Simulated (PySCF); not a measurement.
**Unknown compound**

Molecular formula: C3H12N2Si. Simulated spectra:

¹H NMR (300 MHz, computed): δ 4.95 (sept, 1H), 2.66 (s, 3H), 2.49 (br s, 2H), 0.17 (d, 6H).

¹³C{¹H} NMR (computed): δ 45.3 (CH3), -1.7 (CH3).

PySCF 2.14.0 with density-fitted response routines calculation with geometry: GFN2-xTB and shieldings: GIAO PBE0/pcSseg-1; single conformer, fast rotation and ring inversion assumed for equivalent nuclei, isolated molecule, non-relativistic.

δ = σ(ref) − σ, references computed at the same level: TMS for ¹H (σ = 31.72 ppm) and ¹³C (σ = 186.93 ppm).

Problem. What is the structure?

Solution. 
- Rings plus π bonds: 0.
- 2 carbon signals for 3 carbons: some carbons are equivalent by symmetry or fast rotation.
- Carbon types of the structure: 3 × CH3, leaving 3 H on heteroatoms.
- δC 45.3: methyl carbon bonded to N; pulled downfield by the heteroatom.
- δC -1.7: methyl carbon bonded to Si; an electropositive neighbour leaves it electron-rich and shielded.
- δH 4.95: hydrogen on a silicon bonded to 2 C, N.
- δH 2.66: hydrogen on a methyl carbon bonded to N; its carbon carries N, an electronegative neighbour.
- δH 2.49: hydrogen on a nitrogen bonded to O or N; exchangeable, gas-phase position.
- δH 0.17: hydrogen on a methyl carbon bonded to Si; an electropositive neighbour shields it, as in TMS itself.

Structure: `NN(C)[SiH](C)C`.

The shifts were computed for this structure.

OH/NH shifts are gas-phase values; hydrogen bonding in solution moves them, usually downfield. Shifts are as computed. Against solution values, carbons near 30 ppm lie about +3 ppm off and those near 130 ppm about +5 ppm. Of 1211 compounds with measured shifts, 218 miss one by over three times the rms of a fit or turn the order of signals round; such compounds aren't used in these exercises. Multiplicities follow the n + 1 count of equivalent neighbours, as no J values were calculated; m marks all less simple cases, F and P coupling included.
